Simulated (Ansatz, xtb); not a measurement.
**Two isomers of ClH4NO2Si**

We compare I, `N[Si](O)(O)Cl`, a singlet, with II, `[NH3+][Si@-](=O)(O)Cl`, a singlet. Both are isolated molecules in the gas phase, relaxed with PBE0-D3(BJ)/def2-SVP; the shapes shown needn't be the lowest conformers.

I (Å):

```xyz
9

Cl    2.7274   -0.1247    0.9483
N     0.0354    0.8518    0.0537
O     2.0650    0.9606   -1.8466
O     1.0761   -1.3929   -1.2779
Si    1.3960    0.0881   -0.6231
H     0.1436    1.3982    0.8993
H    -0.6932    1.2203   -0.5470
H     2.6350    0.4681   -2.4455
H     0.6816   -2.0403   -0.6862
```

II (Å):

```xyz
9

Cl    2.9428    1.6414   -0.5241
N     0.1737    0.6053   -0.0610
O     1.1340    0.1525   -2.6673
O     2.0882   -1.2180   -0.3873
Si    1.6695    0.1524   -1.2293
H     0.2783    1.5311    0.3586
H     0.0711   -0.0920    0.6795
H    -0.6582    0.5978   -0.6560
H     2.3027   -1.9559   -0.9679
```

Quicker runs give these differences E(II) − E(I): GFN2-xTB +46.7 kJ/mol; HF/STO-3G +285.2 kJ/mol (at GFN2-xTB geometries); r2SCAN-D4/def2-SVP +109.0 kJ/mol (at GFN2-xTB geometries).

Problem. Estimate E(II) − E(I) at the level CCSD(T)/def2-SVP + ΔMP2/def2-TZVPP.

Solution. Calculated at CCSD(T)/def2-SVP + ΔMP2/def2-TZVPP: E(II) − E(I) = +113.3 kJ/mol, so structure I lies lower.

How the difference moves with the method:

```
                             level              geometry  E(II) − E(I) (kJ/mol)  departure from the last row (kJ/mol)  job, with rough time for the two
                          GFN2-xTB              GFN2-xTB                   +46.7                                 −66.6              optimisation, 0.26 s
                         HF/STO-3G              GFN2-xTB                  +285.2                                +171.9               single point, 0.3 s
                r2SCAN-D4/def2-SVP              GFN2-xTB                  +109.0                                  −4.3               single point, 3.7 s
              PBE0-D3(BJ)/def2-SVP  PBE0-D3(BJ)/def2-SVP                  +112.6                                  −0.7                optimisation, 60 s
                       HF/def2-SVP  PBE0-D3(BJ)/def2-SVP                  +144.2                                 +30.9           part of the CCSD(T) run
                      MP2/def2-SVP  PBE0-D3(BJ)/def2-SVP                  +105.5                                  −7.8           part of the CCSD(T) run
                  CCSD(T)/def2-SVP  PBE0-D3(BJ)/def2-SVP                  +108.9                                  −4.4                      single point
CCSD(T)/def2-SVP + ΔMP2/def2-TZVPP  PBE0-D3(BJ)/def2-SVP                  +113.3                                                      single point, 24 s
```

As drawn, II has 1 O=Si, 1 N–H in place of 1 O–Si, 1 O–H.

The levels shown agree on the order. The largest departure from CCSD(T)/def2-SVP + ΔMP2/def2-TZVPP is that of HF/STO-3G, 171.9 kJ/mol. The last row adds to CCSD(T) the change of the MP2 difference between the two basis sets, here +4.4 kJ/mol.

With harmonic frequencies from PBE0-D3(BJ)/def2-SVP (ideal gas, rigid rotor, one conformer each, 298.15 K, 1 atm): the zero-point term adds +6.0 kJ/mol; ΔH is +119.0 and ΔG +117.9 kJ/mol.

The correlated steps freeze 13 core orbitals. Programs: Ansatz 0.2.0, xtb 6.7.1; the last row on 2 threads of Arm Neoverse V1 on a shared host.
